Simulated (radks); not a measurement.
Excited configurations of Sc2+: one electron is placed in a higher orbital outside [Ar]. The ground configuration is [Ar] 3d1. Calculated with a radial shooting solver on a logarithmic mesh with Libxc functionals: non-relativistic Kohn-Sham, PBE, spin-unpolarised, spherical densities, point nucleus. Excitation = E - E(ground); binding = E(ion) - E, where the ion is the core of charge +3; n* = 3/sqrt(2 binding) in atomic units, and the quantum defect is n - n*.

| outer orbital | excitation (eV) | binding (eV) | n* | quantum defect | eigenvalue (eV) | <r> (bohr) |
|---|---|---|---|---|---|---|
| 4s | 3.566 | 21.450 | 2.389 | 1.611 | -17.921 | 2.959 |
| 4p | 7.937 | 17.079 | 2.678 | 1.322 | -14.113 | 3.404 |
| 4d | 13.773 | 11.243 | 3.300 | 0.700 | -9.195 | 4.574 |
| 4f | 17.210 | 7.806 | 3.961 | 0.039 | -6.235 | 5.796 |
| 5d | 18.204 | 6.812 | 4.240 | 0.760 | -5.728 | 8.235 |
| 6d | 20.459 | 4.557 | 5.184 | 0.816 | -3.907 | 12.84 |
| 6f | 21.333 | 3.683 | 5.766 | 0.234 | -3.132 | 15.02 |
| 7s | 20.632 | 4.384 | 5.285 | 1.715 | -3.823 | 14.34 |

The Delta-SCF ionisation energy is 25.016 eV (NIST Atomic Spectra Database: 24.757 eV, measured). Self-interaction in the functional shifts the binding energies and quantum defects, so they are the method's values and not measured ones. Spin polarisation and multiplet splitting are left out, so open shells lie too high by an amount that depends on their filling.

Beside tabulated values, note that spin-unpolarised runs miss the spin-polarisation part of the exchange energy of open shells.
